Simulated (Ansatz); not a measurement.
Born–Oppenheimer molecular dynamics of C2H6AlBO (11 atoms, charge 0, multiplicity 1). It starts from a relaxed structure.

Computed with UKS r2SCAN/6-31G* (Ansatz).

- ensemble: NVT, Nosé–Hoover chain
- time step: 1 fs
- steps asked: 149
- set temperature: 300 K
- thermostat: time constant 100 fs, chain length 3
- seed: 771290

First frame:

```xyz
11
Properties=species:S:1:pos:R:3
O -1.184 0.038 -0.938
C 0.272 -0.469 -0.460
Al 0.105 -1.259 1.253
B -0.269 1.008 -0.117
C 0.937 0.734 -1.071
H -1.848 -0.395 -0.358
H 1.351 -1.575 2.182
H -1.437 -1.554 1.566
H -0.671 1.664 0.792
H 0.871 0.836 -2.157
H 1.937 0.915 -0.671
```

Task: How far do the bonds stretch over the last three quarters of this one trajectory? (Pairs bonded in most of those frames.)

Result: 
| bond | mean (Å) | spread (Å) | shortest | longest |
| --- | --- | --- | --- | --- |
| O1–C2 | 1.634 | 0.077 | 1.51 | 1.77 |
| O1–B4 | 1.572 | 0.056 | 1.48 | 1.67 |
| O1–H6 | 0.987 | 0.029 | 0.94 | 1.03 |
| C2–Al3 | 1.898 | 0.029 | 1.83 | 1.96 |
| C2–B4 | 1.616 | 0.033 | 1.54 | 1.68 |
| C2–C5 | 1.505 | 0.036 | 1.44 | 1.59 |
| Al3–H7 | 1.597 | 0.070 | 1.49 | 1.70 |
| Al3–H8 | 1.600 | 0.020 | 1.57 | 1.63 |
| B4–C5 | 1.568 | 0.035 | 1.51 | 1.64 |
| B4–H9 | 1.195 | 0.025 | 1.15 | 1.23 |
| C5–H10 | 1.094 | 0.013 | 1.07 | 1.11 |
| C5–H11 | 1.093 | 0.012 | 1.07 | 1.11 |

Mean temperature of the second half: 213 K. The conserved energy stayed within 0.94 meV per atom of its start (net change 0.93 meV per atom), so the integration is sound. The mean temperature of the second half is 29 % below the set value. A run of 0.15 ps of so small a system gives no equilibrium averages.

The run took 27 min on 2 threads of Arm Neoverse N1, with other jobs on the host, peak memory 0.23 GiB.
